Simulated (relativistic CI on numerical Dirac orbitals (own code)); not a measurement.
**Hyperfine structure of Re XXXVIII, mass number 187**

Calculated at this level of theory: Dirac-Coulomb-Breit CI, orbitals from a KLI potential per configuration, a model potential for QED, unscaled Slater integrals (own radial code, finite nucleus).

Configurations in the expansion (outside the closed core [Ar] 3d10): 4s2 4p6 4d2, 4s2 4p6 4d 4f, 4s2 4p5 4d3, 4s 4p6 4d3, 4s2 4p5 4d2 4f, 4s 4p6 4d2 4f, 4s2 4p6 4d 5s, 4s2 4p6 4f 5s, 4s2 4p6 4d 5p, 4s2 4p6 4f2, 4s2 4p5 4f3, 4s 4p6 4f3, 4s2 4p6 4f 5p, 4s2 4p5 4f2 5p, 4s 4p6 4f2 5p. Double excitations out of closed p, d and f shells are left out; levels of such configurations are missing from the list, as are those of other unlisted configurations, and high levels can miss mixing partners.

Nuclear spin I = 5/2, μ = 3.209 μN, Q = 1.94 b (tables of Stone and Pyykkö). The electronic factors are computed for point nuclear moments, without core polarisation or the Bohr-Weisskopf and QED corrections.

| Level | E (eV) | A (MHz) | B (MHz) |
| --- | --- | --- | --- |
| 4s2 4p6 4d2 3F_2 | 0.0000 | 37000 | 3830 |
| 4s2 4p6 4d2 3F_3 | 18.7429 | 21040 | 15700 |
| 4s2 4p6 4d2 1G_4 | 24.1624 | 22240 | 72600 |
| 4s2 4p6 4d2 3P_1 | 24.2007 | -1642 | 16800 |
| 4s2 4p6 4d2 3F_4 | 40.9797 | 15230 | 48500 |

Levels with J = 0, under 50 % of one LS term, or S terms without an open s electron are left out. Small factors come from cancelling terms and can be off by tens of per cent or more.

At this charge energies of transitions that change n are usually good to better than 1 %, and those within a shell (Δn = 0) to a few per cent. Terms inside the open d or f shell come out 10 to 20 % too wide with unscaled integrals.

Q: Give the hyperfine levels of 4s2 4p6 4d2 3F_2 relative to its centre of gravity.

A: With K = F(F + 1) − I(I + 1) − J(J + 1), E = AK/2 + B[¾K(K + 1) − I(I + 1)J(J + 1)]/[2I(2I − 1)J(2J − 1)]: F = 1/2: -256300, F = 3/2: -202500, F = 5/2: -111900, F = 7/2: 16870, F = 9/2: 185900 MHz.

LS names give the leading component of a level, which can be under half, so a name can repeat, a term be missing and a line seem to break the LS rules.
